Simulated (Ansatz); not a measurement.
Computed with Ansatz on PBE0-D4/def2-TZVP structures; ΔE is electronic, products minus reactants. CBS: MP2 limit from def2 TZ/QZ plus the TZ coupled-cluster correction, frozen cores. DFT in def2-TZVPP. B3LYP here is the variant with VWN-RPA as its local correlation; programs differ in this. Each species was taken in one conformer, which may not be the lowest.

`CO[SiH](F)S[SiH2]Cl` + silanol → `CO[SiH](F)O[SiH3]` + `S[SiH2]Cl`  (ligand exchange at the Si–S bond)

```csv
level,ΔE (kJ/mol),difference from CCSD(T)/CBS
PBE-D4,-50.9,17.2
r2SCAN-D4,-64.6,3.5
PBE0-D4,-57.5,10.6
B3LYP-D4,-69.5,-1.4
ωB97X-V,-67.6,0.5
ωB97M-V,-67.1,1.0
B2PLYP,-74.3,-6.2
PBE,-55.4,12.7
r2SCAN,-65.8,2.3
PBE0,-61.6,6.5
B3LYP,-77.0,-8.9
HF/def2-TZVPP,-96.7,-28.6
MP2/def2-TZVPP,-66.1,2.0
SCS-MP2/def2-TZVPP,-73.5,-5.4
CCSD/def2-TZVPP,-77.4,-9.3
CCSD(T)/def2-TZVPP,-72.1,-4.0
HF/def2-QZVPP,-99.0,-30.9
MP2/def2-QZVPP,-64.6,3.5
SCS-MP2/def2-QZVPP,-72.1,-4.0
HF/CBS(def2),-99.4,-31.3
MP2/CBS(def2),-62.1,6.0
CCSD/CBS(def2),-73.4,-5.3
CCSD(T)/CBS,-68.1,0
```

Largest T1 diagnostic among the species: 0.011.

From PBE to PBE0 (25 % exact exchange), in def2-TZVPP and without D4, ΔE moves by −6.2 kJ/mol. In def2-TZVPP, CCSD(T) changes the Hartree–Fock value by +24.6 kJ/mol (the triples alone add +5.3 kJ/mol) and MP2 by +30.6 kJ/mol. The D4 term adds +7.5 kJ/mol with B3LYP and +4.1 kJ/mol with PBE0; it sums over pairs of atoms, weighted by their polarisabilities, and B3LYP, whose exchange is more repulsive, gets the larger term.
